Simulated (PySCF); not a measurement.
## Working out the ionisation energy of P²⁺

P²⁺ [Ne] 3s2 3p1 (2P) → P³⁺ [Ne] 3s2 (1S). Computed with PySCF 2.14 in aug-cc-pV(T+d)Z, with the non-relativistic Hamiltonian (point nucleus). Frozen: [Ne]. Energies in hartree (1 hartree = 27.21139 eV):

| part | P²⁺ (lower) | P³⁺ (upper) |
| --- | --- | --- |
| UHF | -339.648052 | -338.561005 |
| CCSD correlation | -0.065108 | -0.049478 |
| (T) | -0.001057 | 0.000000 |

Task: What does Hartree-Fock give?

Result: (-338.561005) − (-339.648052) = 1.087047 hartree = 29.580 eV.

Task: What do CCSD and CCSD(T) give?

Result: The CCSD correlation energies differ by 0.015630 hartree = 0.425 eV and the triples by 0.001057 hartree = 0.029 eV, so CCSD gives 30.005 eV and CCSD(T) 30.034 eV.

A first-order spin-orbit estimate adds 0.041 eV to CCSD(T) (valence), giving 30.075 eV against 30.203 eV (measured; NIST Atomic Spectra Database, ionization energies).

What remains against the reference includes basis incompleteness, the frozen core and higher excitations.
